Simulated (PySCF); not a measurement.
**Structure elucidation problem**

An unknown has the formula C8H8O2. Its calculated NMR data are:

$^{1}$H NMR (500 MHz, computed): δ 4.42 (q, 2H), 2.23 (s, 3H), 1.30 (t, 3H).

$^{13}$C{$^{1}$H} NMR (computed): δ 159.8 (C), 90.2 (C), 79.5 (C), 71.7 (C), 70.6 (C), 63.2 (CH2), 16.5 (CH3), 5.6 (CH3).

Theory: shieldings: GIAO PBE0/pcSseg-1, geometry: GFN2-xTB, in PySCF 2.14.0 with density-fitted response routines (fast rotation and ring inversion assumed for equivalent nuclei, relativity neglected, one computed conformer, no solvent model).

Chemical shifts δ = σref − σ; $^{1}$H, $^{13}$C against TMS, all at this level.

Task: Propose a structure and justify it.

Result: 
1. Rings plus π bonds: 5 (no ring in the answer).
2. 8 carbon signals for 8 carbons: no two carbons are equivalent.
3. Carbon types of the structure: 5 × C, 1 × CH2, 2 × CH3, which accounts for all hydrogens.
4. δC 159.8: ester carbonyl carbon; it is a carbonyl in resonance with an O or N lone pair, the region of acids, esters and amides.
5. δC 90.2, 79.5, 71.7, 70.6: alkyne carbon; sp carbons lie upfield of alkene carbons because the cylindrical π system leaves one tensor component strongly shielded.
6. δC 63.2: sp3 CH2 bonded to O; pulled downfield by the heteroatom.
7. δC 16.5: methyl carbon; aliphatic region, no heteroatom directly attached.
8. δC 5.6: propargylic methyl carbon; aliphatic region, no heteroatom directly attached.
9. δH 4.42: hydrogen on an sp3 CH2 bonded to O; its carbon carries O, hence the downfield position.
10. δH 2.23: hydrogen on a propargylic methyl carbon.

These data were computed for SMILES CC#CC#CC(=O)OCC.

This is the structure that produced the data.

Shifts are as computed. Against solution values, carbons near 30 ppm lie about +3 ppm off and those near 130 ppm about +5 ppm. Of 1211 compounds with measured shifts, 218 miss one by over three times the rms of a fit or turn the order of signals round; such compounds aren't used in these exercises. Multiplicities follow the n + 1 count of equivalent neighbours, as no J values were calculated; m marks all less simple cases, F and P coupling included.
